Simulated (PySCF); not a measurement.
Run record: geometry optimisation, `[se]1nnc2c1cncc2`.

Method: PBE0-D3(BJ)/def2-SVP geometry optimisation, gas phase (PySCF 2.14.0). Start geometry: GFN2-xTB. A driver script takes a list of jobs; this job's settings line and coordinates (Å) are shown.

Input:
```
{"job": {"xc": "PBE0", "basis": "def2-SVP", "d3": "d3bj", "grid": 2, "kind": "geom"}, "charge": 0, "multiplicity": 1}
C     -1.370280    -1.068469     0.375065
C     -0.062901    -1.384105     0.073493
C      0.801178    -0.318225    -0.181153
N      2.117814    -0.394823    -0.493376
N      2.724539     0.657844    -0.685046
Se     1.682613     2.191054    -0.503484
C      0.296207     1.011791    -0.118882
C     -1.050093     1.191109     0.197164
N     -1.844113     0.176063     0.433897
H     -2.097581    -1.840039     0.585204
H      0.295488    -2.399410     0.031779
H     -1.491673     2.176526     0.259312
```

Output:
```
step   0  E = -2756.86818506  max force = 0.027891
step   1  E = -2756.87136067  max force = 0.004262
step   2  E = -2756.87138393  max force = 0.001872
step   3  E = -2756.87140521  max force = 0.001446
step   4  E = -2756.87140603  max force = 0.001058
step   5  E = -2756.87141562  max force = 0.000186
optimisation converged
```

Energies in Eh; «max force» is the largest Cartesian gradient component in Eh/bohr.

Task: Give the first gradient maximum in eV/Å.

Result: With 1 Eh/bohr = 51.422 eV/Å, 1.434 eV/Å.

Task: How much energy does the optimisation release, in kcal/mol?

Result: E(step 0) − E(last step) = 0.003231 Eh, which is 2.0 kcal/mol.

In short: final energy -2756.87142 Eh after 5 steps; dipole 1.03 D.

The run took 74 s on one thread of an Arm Neoverse V2, shared host, and the process peaked at 0.77 GiB of memory.
Labels such as C1 count atoms from 1, the log's own numbers from 0.
